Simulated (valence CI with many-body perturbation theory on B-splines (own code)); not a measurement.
Questions on Er⁶²⁺

Level of theory: configuration interaction combined with many-body perturbation theory (CI+MBPT): four valence electrons over a frozen Dirac-Fock core [He], a basis of 11 s, 11 p, 9 d, 7 f, 5 g, 2 h, 1 i functions for each j, with the one-electron correlation potential Σ1 (screened to all orders), the two-electron term Σ2, the three-electron term Σ3, Breit, model QED; selected single and double excitations, second order for the rest (own B-spline code, finite nucleus).

The last digits are not significant, and no measured levels were compared; by estimate large intervals hold to a few tenths of a per cent, small ones and those within an open d or f shell to about a per cent. Among the levels kept, up to 270 cm⁻¹ of a level comes from second order outside the variational space, and about a tenth of that is noise between levels of different J, which matters for small intervals.

Levels are named by their leading jj configuration (3d3/2^4 stands for four electrons in 3d with j = 3/2), which in mixed levels can hold well under half, so a name can repeat and another be missing.

Rates and lifetimes use the calculated energies. Strong lines usually hold to 10 to 20 %, long lifetimes can be off by a factor of two.

(1) What is the ground level?

(2) What is the ionisation energy?

(3) Where does the other parity begin?

(4) Among levels below 10297 eV, which E1 lines absorb most strongly from the ground level?

(5) Name the longest-lived excited levels whose lifetime is computed, and their main decay.

Results:

(1) (2s^2 2p1/2^2) J=0, composition 69 % 2s2 2p2 3P + 31 % 2s2 2p2 1S.

(2) 15147 eV; NIST lists 15146 ± 15 eV (theoretical).

(3) At (2s 2p1/2^2 2p3/2) J=2, 1219 eV.

(4) to (2s^2 2p1/2 3d3/2) J=1 at 0.1377 nm, f = 1.08; to (2s 2p1/2^2 3p1/2) J=1 at 0.1399 nm, f = 0.356; to (2s 2p1/2^2 3p3/2) J=1 at 0.1353 nm, f = 0.320.

(5) (2s^2 2p1/2 2p3/2) J=2 at 973 eV lives 50.4 ns, mostly by E2 to (2s^2 2p1/2^2) J=0; (2s^2 2p1/2 2p3/2) J=1 at 955 eV lives 184 ps, mostly by M1 to (2s^2 2p1/2^2) J=0.
